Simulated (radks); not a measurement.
Values are calculated unless marked as measured or tabulated.
Radial electron density D(r) = 4 pi r^2 rho(r) of an atom or ion with 21 electrons. Code: a radial shooting solver on a logarithmic mesh with Libxc functionals. Model: scalar-relativistic Kohn-Sham, PBEsol, spin-polarised, spherical densities, finite nucleus; Fermi nuclear charge, rms radius of each element as measured or else 0.836 A^(1/3) + 0.57 fm.

```
   r/bohr * D(r) (the largest magnitude, 40.1, reaches the edge; | marks zero)
 0.004858 |     *
 0.006127 |       *
 0.007665 |           *
 0.009666 |               *
  0.01219 |                     *
  0.01525 |                            *
  0.01923 |                                   *
  0.02426 |                                          *
  0.03035 |                                              *
  0.03827 |                                               *
  0.04826 |                                             *
  0.06038 |                                         *
  0.07614 |                                      *
  0.09603 |                                        *
   0.1201 |                                                *
   0.1515 |                                                      *
   0.1911 |                                                    *
    0.239 |                                        *
   0.3015 |                          *
   0.3802 |                    *
   0.4756 |                        *
   0.5998 |                         *
   0.7564 |                   *
   0.9464 |         *
    1.193 |  *
    1.505 |*
    1.883 *
    2.375 *
```

What is the nuclear charge?

Answer. Z = 29. The innermost maximum, from 1s, lies near gamma/Z bohr with gamma = sqrt(1 - (Z/c)^2) = 0.977, here 0.0337 bohr (found: 0.0365), and its height grows with Z. The density is that of the copper ion Cu8+ in [Ar] 3d3; the configuration itself is not fixed sharply by these data, and Z only to about a unit. D(r) has 3 maxima, at r = 0.0365, 0.163, 0.567 bohr, and minima at 0.0774, 0.380 bohr, inside which lie 2.09, 10.69 electrons.
